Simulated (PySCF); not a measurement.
PySCF input for C2H5FN2Si, SMILES N[Si@@H]1C=N[C@@H]1F, TDDFT-M06-2X/def2-SVPD. Geometry optimised at PBE0-D3(BJ)/def2-SVP. The structure was generated by enumeration; whether it is a known compound was not checked. One conformer was computed; it need not be the lowest.

```python
import numpy as np
from pyscf import gto, scf, dft, tdscf

mol = gto.M(
    atom='''
    N     2.01218014    0.50122064    0.40398555
    Si    0.40950166    0.87409969   -0.05750079
    C    -1.02866299    0.50835707    1.12292020
    N    -1.55755465   -0.44144088    0.43217664
    C    -0.71383583   -0.52741846   -0.76877302
    F    -0.13374702   -1.76518516   -0.86556009
    H     2.28078980   -0.39942336    0.78036551
    H     2.80459168    1.07691542    0.15348105
    H     0.47117742    2.21445444   -0.71796534
    H    -1.48415693    0.82314573    2.07396357
    H    -1.32908747   -0.36991127   -1.67281156
    ''',
    basis='def2-SVPD',
    charge=0,
    spin=0,
    max_memory=1600,
    verbose=4,
)
mf = dft.RKS(mol, xc='m06-2x').density_fit(auxbasis='def2-universal-jkfit')
mf.grids.level = 4
mf.conv_tol = 1e-9
mf.max_cycle = 100
mf.kernel()
mf.grids = dft.Grids(mol).set(level=2).build(with_non0tab=True)  # coarser grid for the response kernel
td = tdscf.TDDFT(mf)
td.singlet = True
td.nstates = 10
td.conv_tol = 1e-4
td.positive_eig_threshold = 1e-6
td.kernel(x0=td.get_init_guess(mf, 15))
td.analyze()
tt = tdscf.TDA(mf)
tt.singlet = False
tt.nstates = 4
tt.conv_tol = 1e-4
tt.positive_eig_threshold = 1e-6
tt.kernel(x0=tt.get_init_guess(mf, 9))
tt.analyze(verbose=3)
```

Program output:

```
PySCF version 2.14.0

[INPUT] verbose = 4
[INPUT] num. atoms = 11
[INPUT] num. electrons = 54
[INPUT] charge = 0
[INPUT] spin (= nelec alpha-beta = 2S) = 0
[INPUT] symmetry False subgroup None
[INPUT] Mole.unit = angstrom
[INPUT] Symbol           X                Y                Z      unit          X                Y                Z       unit  Magmom
[INPUT]  1 N      2.012180140000   0.501220640000   0.403985550000 AA    3.802469377889   0.947169737579   0.763422047782 Bohr   0.0
[INPUT]  2 Si     0.409501660000   0.874099690000  -0.057500790000 AA    0.773845984955   1.651809019667  -0.108660745046 Bohr   0.0
[INPUT]  3 C     -1.028662990000   0.508357070000   1.122920200000 AA   -1.943891325576   0.960655635786   2.122011637742 Bohr   0.0
[INPUT]  4 N     -1.557554650000  -0.441440880000   0.432176640000 AA   -2.943351712543  -0.834202363387   0.816695487035 Bohr   0.0
[INPUT]  5 C     -0.713835830000  -0.527418460000  -0.768773020000 AA   -1.348954216602  -0.996676442440  -1.452770459755 Bohr   0.0
[INPUT]  6 F     -0.133747020000  -1.765185160000  -0.865560090000 AA   -0.252745237777  -3.335716511547  -1.635671514454 Bohr   0.0
[INPUT]  7 H      2.280789800000  -0.399423360000   0.780365510000 AA    4.310068069702  -0.754800758154   1.474677090957 Bohr   0.0
[INPUT]  8 H      2.804591680000   1.076915420000   0.153481050000 AA    5.299910166434   2.035075203121   0.290037149811 Bohr   0.0
[INPUT]  9 H      0.471177420000   2.214454440000  -0.717965340000 AA    0.890396279879   4.184712406927  -1.356757859530 Bohr   0.0
[INPUT] 10 H     -1.484156930000   0.823145730000   2.073963570000 AA   -2.804650123575   1.555519990305   3.919223139625 Bohr   0.0
[INPUT] 11 H     -1.329087470000  -0.369911270000  -1.672811560000 AA   -2.511611313891  -0.699030990690  -3.161155706406 Bohr   0.0

nuclear repulsion = 294.106780306988
number of shells = 71
number of NR pGTOs = 245
number of NR cGTOs = 167
basis = def2-SVPD
ecp = {}


[settings echo left out]
init E= -578.38911949043
  HOMO = -0.263895685599061  LUMO = -0.0845936050539056  gap/eV = 4.87906
cycle= 1 E= -577.547951355  delta_E= 0.841  |g|= 0.528  |ddm|= 4.47
  HOMO = -0.297964865752417  LUMO = -0.0130884602913666  gap/eV = 7.75188
cycle= 2 E= -577.539686494523  delta_E= 0.00826  |g|= 0.62  |ddm|= 1.22
  HOMO = -0.309318181609704  LUMO = -0.00881598129063921  gap/eV = 8.17708
cycle= 3 E= -577.610098383162  delta_E= -0.0704  |g|= 0.0486  |ddm|= 0.599
  HOMO = -0.306949962655397  LUMO = -0.0063557108874539  gap/eV = 8.17959
cycle= 4 E= -577.610511941529  delta_E= -0.000414  |g|= 0.0319  |ddm|= 0.0915
  HOMO = -0.310312348615605  LUMO = -0.00649777370657567  gap/eV = 8.26722
cycle= 5 E= -577.610721756037  delta_E= -0.00021  |g|= 0.0104  |ddm|= 0.0587
  HOMO = -0.309402729102509  LUMO = -0.00594508746440781  gap/eV = 8.25750
cycle= 6 E= -577.610749257106  delta_E= -2.75e-05  |g|= 0.0026  |ddm|= 0.0172
  HOMO = -0.309577377048345  LUMO = -0.00614890248077415  gap/eV = 8.25671
cycle= 7 E= -577.610750778365  delta_E= -1.52e-06  |g|= 0.000745  |ddm|= 0.00523
  HOMO = -0.309582397792064  LUMO = -0.00609804359780597  gap/eV = 8.25823
cycle= 8 E= -577.610750965992  delta_E= -1.88e-07  |g|= 0.000169  |ddm|= 0.002
  HOMO = -0.309603821837296  LUMO = -0.00610526879366358  gap/eV = 8.25862
cycle= 9 E= -577.610750977125  delta_E= -1.11e-08  |g|= 7.95e-05  |ddm|= 0.000586
  HOMO = -0.309605607173257  LUMO = -0.00610500833300964  gap/eV = 8.25867
cycle= 10 E= -577.610750979281  delta_E= -2.16e-09  |g|= 2.41e-05  |ddm|= 0.000171
  HOMO = -0.309604721407977  LUMO = -0.00610388226549308  gap/eV = 8.25868
cycle= 11 E= -577.610750979618  delta_E= -3.37e-10  |g|= 7.71e-06  |ddm|= 6.32e-05
  HOMO = -0.309605669548993  LUMO = -0.0061048189681232  gap/eV = 8.25868
Extra cycle  E= -577.610750979671  delta_E= -5.25e-11  |g|= 5.54e-06  |ddm|= 3.14e-05
converged SCF energy = -577.610750979671
tot grids = 94792
Overwritten attributes  positive_eig_threshold  of <class 'pyscf.tdscf.rks.TDDFT'>


******** <class 'pyscf.tdscf.rks.TDDFT'> for <class 'pyscf.df.df_jk.DFRKS'> ********
nstates = 10 singlet
deg_eia_thresh = 1.000e-03
wfnsym = None
conv_tol = 0.0001
eigh lindep = 1e-12
eigh level_shift = 0
eigh max_cycle = 100


Excitation energies (eV)
[3.8550876  5.33632478 6.62959354 6.70365076 6.77283219 7.21707537
 7.39999693 7.52070167 7.74062581 7.75669979]

** Singlet excitation energies and oscillator strengths **
Excited State   1:      3.85509 eV    321.61 nm  f=0.0003
      26 -> 28        0.12661
      27 -> 28        0.66500
      27 -> 29        0.13532
Excited State   2:      5.33632 eV    232.34 nm  f=0.0009
      25 -> 28       -0.14265
      26 -> 28        0.65699
      27 -> 28       -0.14155
Excited State   3:      6.62959 eV    187.02 nm  f=0.0173
      25 -> 28       -0.13576
      26 -> 29        0.41758
      26 -> 31       -0.11431
      27 -> 29       -0.40992
      27 -> 30       -0.20249
      27 -> 31        0.10450
Excited State   4:      6.70365 eV    184.95 nm  f=0.0233
      25 -> 28        0.18603
      26 -> 28        0.11930
      26 -> 29       -0.39175
      26 -> 31        0.11110
      27 -> 28        0.10473
      27 -> 29       -0.43892
      27 -> 31        0.11651
      27 -> 33        0.13176
Excited State   5:      6.77283 eV    183.06 nm  f=0.0010
      25 -> 28        0.12613
      26 -> 29       -0.13628
      27 -> 30       -0.63082
      27 -> 33       -0.13031
Excited State   6:      7.21708 eV    171.79 nm  f=0.0035
      27 -> 29        0.19296
      27 -> 31        0.63685
      27 -> 34       -0.15889
Excited State   7:      7.40000 eV    167.55 nm  f=0.0433
      23 -> 28       -0.12629
      25 -> 28       -0.41280
      26 -> 28       -0.10051
      26 -> 29       -0.18244
      26 -> 30        0.43937
      26 -> 31        0.10266
      26 -> 33        0.11156
Excited State   8:      7.52070 eV    164.86 nm  f=0.0384
      22 -> 28        0.11270
      23 -> 28       -0.11363
      25 -> 28       -0.40288
      26 -> 29       -0.18042
      26 -> 30       -0.46960
Excited State   9:      7.74063 eV    160.17 nm  f=0.0096
      24 -> 28        0.15418
      26 -> 29       -0.11321
      26 -> 31       -0.52208
      26 -> 34        0.28609
      27 -> 32       -0.11571
      27 -> 33       -0.18620
Excited State  10:      7.75670 eV    159.84 nm  f=0.0350
      24 -> 28       -0.43095
      25 -> 29        0.14977
      26 -> 34       -0.16377
      27 -> 30        0.10114
      27 -> 32       -0.10986
      27 -> 33       -0.36300
      27 -> 34       -0.14546

** Transition electric dipole moments (AU) **
state          X           Y           Z        Dip. S.      Osc.
  1        -0.0202     -0.0548      0.0092      0.0035      0.0003
  2         0.0790      0.0138      0.0287      0.0073      0.0009
  3         0.0892     -0.0645      0.3070      0.1064      0.0173
  4         0.0681     -0.3041     -0.2110      0.1416      0.0233
  5         0.0146      0.0259     -0.0733      0.0063      0.0010
  6         0.0050      0.1302     -0.0535      0.0198      0.0035
  7         0.4442      0.1725      0.1075      0.2386      0.0433
  8        -0.4430     -0.0398      0.1040      0.2086      0.0384
  9         0.1213      0.0575     -0.1801      0.0505      0.0096
 10        -0.2775     -0.1842     -0.2706      0.1842      0.0350

** Transition velocity dipole moments (imaginary part, AU) **
state          X           Y           Z        Dip. S.      Osc.
  1        -0.0036     -0.0069      0.0006      0.0001      0.0003
  2         0.0156     -0.0015      0.0050      0.0003      0.0009
  3         0.0258     -0.0194      0.0838      0.0081      0.0221
  4         0.0205     -0.0806     -0.0548      0.0099      0.0268
  5         0.0050      0.0101     -0.0170      0.0004      0.0011
  6         0.0034      0.0357     -0.0139      0.0015      0.0037
  7         0.1339      0.0535      0.0273      0.0215      0.0528
  8        -0.1322     -0.0153      0.0335      0.0188      0.0454
  9         0.0379      0.0106     -0.0622      0.0054      0.0127
 10        -0.0822     -0.0484     -0.0751      0.0147      0.0345

** Transition magnetic dipole moments (imaginary part, AU) **
state          X           Y           Z
  1        -0.1005      0.7871      0.9153
  2         0.2036     -0.3462      0.4244
  3        -0.1494      0.7307     -0.2544
  4        -0.0766     -0.7707     -0.0757
  5        -1.3383      0.7721     -0.6065
  6        -0.0267     -0.2497     -0.3220
  7         0.2808      0.1093      0.4389
  8         0.2020      0.0409     -0.5191
  9         0.2364     -0.1174     -0.0321
 10        -0.7222      0.5199     -0.7993
Overwritten attributes  positive_eig_threshold  of <class 'pyscf.tdscf.rks.TDA'>


******** <class 'pyscf.tdscf.rks.TDA'> for <class 'pyscf.df.df_jk.DFRKS'> ********
nstates = 4 triplet
deg_eia_thresh = 1.000e-03
wfnsym = None
conv_tol = 0.0001
eigh lindep = 1e-12
eigh level_shift = 0
eigh max_cycle = 100


Excitation energies (eV)
[3.26484358 4.94495783 5.44358082 6.36821462]

** Triplet excitation energies and oscillator strengths **
Excited State   1:      3.26484 eV    379.76 nm  f=0.0000
Excited State   2:      4.94496 eV    250.73 nm  f=0.0000
Excited State   3:      5.44358 eV    227.76 nm  f=0.0000
Excited State   4:      6.36821 eV    194.69 nm  f=0.0000
```

The calculation finished and met its thresholds.

Cost: around 20 core-minutes (rough).
